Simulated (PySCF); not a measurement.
Record of a relaxation.

Compound: C9H11N.
Atom-mapped SMILES: `[CH3:1][C@@H:2]([C:3]#[N:4])[C@:5]12[CH2:6][C@@H:7]3[C@H:8]([CH2:9]1)[C@H:10]23` (hydrogens: H11, H12, H13 on C1; H14 on C2; H15, H16 on C6; H17 on C7; H18 on C8; H19, H20 on C9; H21 on C10)

Computed by this run: PySCF, PBE0-D3(BJ)/def2-SVP geometry optimisation, gas phase; density fitting, grid level 1; the optimiser is geomeTRIC in internal coordinates, started from a GFN2-xTB structure with every atom displaced at random (about 0.01 Å). The frame can shift and turn from step to step; on so coarse a grid that alone can change the energy by a few meV, and forces under 0.02 eV/Å are noise.

Step 0: E = -10978.9923 eV, largest atomic force 4.524 eV/Å
```
atom  x, y, z in Å  |  force x, y, z in eV/Å
C1     -2.049   -1.044    0.569   -1.486   1.682  -0.627
C2     -1.405   -0.092   -0.453    0.251  -0.352   0.741
C3     -2.056    1.208   -0.428    1.835  -3.741  -0.191
N4     -2.498    2.242   -0.377   -1.871   4.115   0.179
C5      0.085    0.084   -0.203   -0.249   0.538   0.421
C6      0.629    0.604    1.151    0.291  -0.235  -0.001
C7      1.899   -0.178    0.805   -1.003   0.417  -0.413
C8      2.118   -0.017   -0.695   -1.981   0.067   0.895
C9      0.967    0.846   -1.190    0.147  -0.892  -0.990
C10     1.147   -1.056   -0.151    0.434   0.584  -0.290
H11    -3.112   -1.211    0.292    0.371  -0.173   0.022
H12    -1.530   -1.965    0.609    0.742  -1.343   0.127
H13    -2.092   -0.562    1.547    0.236  -0.051   0.352
H14    -1.546   -0.497   -1.454    0.015  -0.231  -0.484
H15     0.118    0.160    2.014   -0.046  -0.077   0.081
H16     0.709    1.694    1.281   -0.103   0.057  -0.008
H17     2.688   -0.433    1.475    0.750  -0.322   0.523
H18     3.052   -0.167   -1.149    1.482  -0.307  -0.657
H19     1.043    1.914   -1.090   -0.025   0.971   0.174
H20     0.691    0.608   -2.237    0.137  -0.042   0.170
H21     1.073   -2.116   -0.293    0.073  -0.664  -0.024
```

Step 1: E = -10979.2205 eV, largest atomic force 0.613 eV/Å
```
atom  x, y, z in Å  |  force x, y, z in eV/Å
C1     -2.068   -0.784    0.529    0.300  -0.381   0.056
C2     -1.346    0.142   -0.446    0.000  -0.050  -0.160
C3     -1.942    1.477   -0.448   -0.192   0.579   0.053
N4     -2.365    2.558   -0.401    0.128  -0.464  -0.063
C5      0.139    0.293   -0.175   -0.060  -0.058   0.004
C6      0.676    0.751    1.200   -0.024   0.022   0.013
C7      1.932   -0.021    0.840    0.124  -0.003   0.137
C8      2.162    0.162   -0.654    0.357  -0.142  -0.212
C9      1.042    1.033   -1.183    0.004   0.255   0.114
C10     1.196   -0.875   -0.152    0.042  -0.070  -0.006
H11    -3.097   -0.977    0.206   -0.120  -0.003  -0.041
H12    -1.531   -1.755    0.585   -0.190   0.309  -0.023
H13    -2.102   -0.351    1.536    0.009   0.015   0.078
H14    -1.459   -0.262   -1.471    0.026   0.035   0.083
H15     0.145    0.265    2.033    0.005   0.014  -0.036
H16     0.735    1.839    1.374    0.003  -0.018   0.009
H17     2.750   -0.319    1.506   -0.102   0.016  -0.096
H18     3.152   -0.012   -1.105   -0.295   0.049   0.163
H19     1.110    2.133   -1.081    0.001  -0.131  -0.020
H20     0.788    0.771   -2.219   -0.029  -0.038  -0.063
H21     1.134   -1.955   -0.295    0.013   0.063   0.010
```

Step 2: E = -10979.2292 eV, largest atomic force 0.101 eV/Å
```
atom  x, y, z in Å  |  force x, y, z in eV/Å
C1     -2.063   -0.785    0.532    0.031  -0.067   0.005
C2     -1.346    0.146   -0.447   -0.001   0.011  -0.018
C3     -1.953    1.480   -0.455    0.010   0.091   0.041
N4     -2.393    2.551   -0.422   -0.003  -0.090  -0.035
C5      0.140    0.295   -0.175   -0.015  -0.006   0.006
C6      0.678    0.751    1.200    0.007  -0.003  -0.013
C7      1.934   -0.022    0.841    0.019   0.013   0.044
C8      2.167    0.158   -0.655   -0.006  -0.013  -0.042
C9      1.048    1.037   -1.179    0.003   0.033  -0.009
C10     1.197   -0.875   -0.152   -0.004   0.004  -0.011
H11    -3.097   -0.975    0.212    0.001   0.020   0.011
H12    -1.532   -1.748    0.583   -0.031   0.043  -0.017
H13    -2.092   -0.355    1.543    0.006   0.002  -0.004
H14    -1.457   -0.258   -1.469    0.008  -0.005   0.009
H15     0.144    0.265    2.030    0.004  -0.003   0.001
H16     0.739    1.838    1.378   -0.001   0.000   0.005
H17     2.747   -0.324    1.504   -0.006  -0.014  -0.008
H18     3.149   -0.019   -1.100   -0.031   0.012   0.033
H19     1.120    2.133   -1.076    0.004  -0.018  -0.003
H20     0.790    0.776   -2.217   -0.001  -0.006  -0.001
H21     1.134   -1.953   -0.295    0.006  -0.003   0.006
```

Step 3: E = -10979.2304 eV, largest atomic force 0.061 eV/Å
```
atom  x, y, z in Å  |  force x, y, z in eV/Å
C1     -2.060   -0.784    0.532   -0.025   0.020  -0.002
C2     -1.345    0.148   -0.448   -0.010   0.011   0.008
C3     -1.957    1.479   -0.460    0.046  -0.035   0.022
N4     -2.409    2.544   -0.438   -0.034   0.025  -0.019
C5      0.141    0.296   -0.174   -0.006   0.009   0.016
C6      0.679    0.750    1.201    0.002  -0.007   0.003
C7      1.934   -0.024    0.843   -0.025   0.031  -0.013
C8      2.166    0.158   -0.653   -0.013  -0.013  -0.009
C9      1.049    1.039   -1.179    0.000  -0.019   0.007
C10     1.196   -0.874   -0.151   -0.008   0.014  -0.015
H11    -3.097   -0.967    0.216    0.003   0.013   0.012
H12    -1.534   -1.747    0.577    0.009  -0.030  -0.009
H13    -2.083   -0.355    1.544    0.006  -0.004  -0.005
H14    -1.455   -0.259   -1.469    0.007  -0.010  -0.009
H15     0.144    0.264    2.030   -0.004   0.001   0.003
H16     0.741    1.837    1.381    0.000   0.003   0.002
H17     2.746   -0.330    1.506    0.008  -0.008   0.004
H18     3.147   -0.019   -1.095    0.036  -0.003  -0.006
H19     1.123    2.134   -1.076    0.001   0.010   0.002
H20     0.791    0.778   -2.217    0.003  -0.002   0.009
H21     1.133   -1.953   -0.294    0.002  -0.006   0.000
```

Step 4: E = -10979.2312 eV, largest atomic force 0.090 eV/Å
```
atom  x, y, z in Å  |  force x, y, z in eV/Å
C1     -2.059   -0.782    0.532   -0.034   0.058  -0.007
C2     -1.343    0.149   -0.448   -0.010   0.002   0.007
C3     -1.960    1.478   -0.465    0.041  -0.081  -0.001
N4     -2.426    2.537   -0.458   -0.036   0.073  -0.002
C5      0.141    0.298   -0.173    0.010   0.014   0.004
C6      0.679    0.751    1.204    0.002  -0.004  -0.010
C7      1.934   -0.024    0.845    0.011  -0.009  -0.008
C8      2.169    0.156   -0.652   -0.066   0.020   0.033
C9      1.052    1.039   -1.176    0.003  -0.026  -0.013
C10     1.196   -0.873   -0.151   -0.004   0.000   0.003
H11    -3.099   -0.955    0.223    0.001   0.005   0.005
H12    -1.541   -1.750    0.568    0.021  -0.052  -0.003
H13    -2.072   -0.358    1.546    0.009  -0.008   0.001
H14    -1.451   -0.259   -1.468    0.006  -0.008  -0.011
H15     0.143    0.263    2.032    0.001   0.000   0.001
H16     0.741    1.837    1.386   -0.002   0.001  -0.003
H17     2.744   -0.333    1.507    0.011  -0.005   0.010
H18     3.151   -0.022   -1.091    0.042  -0.002  -0.018
H19     1.128    2.134   -1.073    0.000   0.021   0.001
H20     0.794    0.778   -2.214   -0.002   0.005   0.004
H21     1.132   -1.952   -0.294   -0.003  -0.004   0.006
```

Step 5: E = -10979.2317 eV, largest atomic force 0.041 eV/Å
```
atom  x, y, z in Å  |  force x, y, z in eV/Å
C1     -2.060   -0.781    0.531   -0.014   0.033  -0.007
C2     -1.342    0.150   -0.448   -0.004  -0.006   0.007
C3     -1.960    1.478   -0.470    0.004  -0.038  -0.013
N4     -2.435    2.533   -0.472   -0.008   0.037   0.007
C5      0.142    0.299   -0.172    0.008   0.007   0.011
C6      0.679    0.751    1.205   -0.002   0.001   0.008
C7      1.935   -0.024    0.847   -0.012  -0.001  -0.018
C8      2.169    0.156   -0.649   -0.006   0.003   0.016
C9      1.053    1.040   -1.175    0.001  -0.015  -0.001
C10     1.196   -0.873   -0.148    0.004  -0.005  -0.005
H11    -3.104   -0.944    0.226    0.001   0.001   0.002
H12    -1.549   -1.754    0.558    0.005  -0.021  -0.002
H13    -2.065   -0.362    1.546    0.009  -0.006   0.003
H14    -1.449   -0.260   -1.469    0.006  -0.004  -0.002
H15     0.143    0.263    2.033   -0.001   0.001   0.001
H16     0.742    1.837    1.387   -0.001   0.001  -0.002
H17     2.745   -0.335    1.509    0.001   0.004   0.004
H18     3.152   -0.021   -1.087    0.012  -0.001  -0.011
H19     1.130    2.135   -1.072   -0.002   0.006   0.000
H20     0.796    0.778   -2.213    0.001   0.004  -0.001
H21     1.132   -1.952   -0.290   -0.003   0.000   0.002
```

Step 6: E = -10979.2320 eV, largest atomic force 0.025 eV/Å
```
atom  x, y, z in Å  |  force x, y, z in eV/Å
C1     -2.061   -0.781    0.528    0.002   0.000  -0.002
C2     -1.341    0.149   -0.449    0.000  -0.004   0.001
C3     -1.959    1.478   -0.472   -0.019   0.004  -0.015
N4     -2.434    2.533   -0.476    0.012  -0.003   0.008
C5      0.143    0.298   -0.171   -0.004   0.002   0.004
C6      0.678    0.751    1.206   -0.003   0.001   0.002
C7      1.934   -0.024    0.849    0.002  -0.007  -0.004
C8      2.169    0.156   -0.647    0.017  -0.001   0.004
C9      1.054    1.039   -1.174   -0.001  -0.001   0.002
C10     1.197   -0.874   -0.147    0.003   0.004  -0.001
H11    -3.107   -0.935    0.228   -0.002   0.001   0.001
H12    -1.556   -1.757    0.550   -0.006   0.004  -0.002
H13    -2.059   -0.367    1.546    0.006  -0.003   0.002
H14    -1.446   -0.260   -1.470    0.005  -0.001   0.003
H15     0.142    0.265    2.034    0.000   0.001   0.000
H16     0.741    1.838    1.387    0.001  -0.001  -0.002
H17     2.744   -0.334    1.512   -0.001   0.005   0.000
H18     3.154   -0.021   -1.085   -0.008   0.001  -0.001
H19     1.130    2.134   -1.072   -0.001  -0.003   0.000
H20     0.797    0.777   -2.212    0.000   0.002  -0.001
H21     1.133   -1.953   -0.287   -0.003   0.002   0.002
```

**Question.** Summarise the path.

**Answer.** The energy falls by 0.2397 eV from step 0 to step 6; nine tenths of that is first reached at step 1. It falls at every step. The largest force goes from 4.524 to 0.025 eV/Å. Among the bonds C1–H12 changes most (a near tie, within 0.001 Å, with another), from 1.057 to 1.100 Å; the atoms move by 0.046 Å rms after alignment.

**Question.** Follow the three bonds and two angles with the largest change from start to end.

**Answer.** 
| step | E above end (eV) | largest force (eV/Å) | C1–H12 (Å) | C8–H18 (Å) | C3≡N4 (Å) | H12–C1–H13 (°) | H11–C1–H13 (°) |
| --- | --- | --- | --- | --- | --- | --- | --- |
| 0 | 0.2397 | 4.524 | 1.057 | 1.050 | 1.125 | 111.8 | 104.6 |
| 1 | 0.0115 | 0.613 | 1.111 | 1.101 | 1.161 | 108.3 | 108.1 |
| 2 | 0.0028 | 0.101 | 1.101 | 1.093 | 1.158 | 108.2 | 108.1 |
| 3 | 0.0016 | 0.061 | 1.099 | 1.091 | 1.157 | 108.3 | 108.1 |
| 4 | 0.0008 | 0.090 | 1.098 | 1.090 | 1.157 | 108.4 | 108.0 |
| 5 | 0.0003 | 0.041 | 1.099 | 1.091 | 1.157 | 108.4 | 108.0 |
| 6 | 0.0000 | 0.025 | 1.100 | 1.092 | 1.158 | 108.4 | 108.0 |

What follows is the cost of the whole optimisation. The run took 5.9 min wall, 5.0 min CPU on one thread of an AMD EPYC, no GPU, on a shared host, and the process peaked at 0.84 GiB of memory.
